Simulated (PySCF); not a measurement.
# Exercise with solution: dipole moment from atomic charges

BeH2SSe, SMILES [SH][Be][SeH]. Atoms are numbered in the order given.

```xyz
5

Be     0.0409     0.3789    -0.5796
S      0.1627     1.4305    -2.1575
H     -1.1036     1.8727    -2.0380
Se    -0.0339    -0.7171     1.1321
H     -0.5106    -1.8948     0.3855
```

Geometry: B3LYP-D3(BJ)/def2-TZVP. The values are those of a single conformer.

Charges (e) from HF/def2-TZVPD (PySCF):

```csv
atom,ESP fit,IAO
Be1,0.455,1.394
S2,-0.370,-0.797
H3,0.138,0.079
Se4,-0.330,-0.710
H5,0.107,0.033
```

The dipole moment of the full density is 0.94 D.

Problem. What dipole moment does each set of point charges give, and which comes closer to that of the density?

Solution. 
μ = Σ q r, and 1 e Å = 4.8032 D.
ESP fit: Σ q r = (-0.237, -0.065, -0.079) e Å, |μ| = 1.24 D.
IAO: Σ q r = (-0.153, -0.017, -0.041) e Å, |μ| = 0.76 D.
IAO comes closer in size. Point charges leave out the atoms' own dipoles (lone pairs, polarised bonds); fits to the potential absorb them, partitions of the density don't.
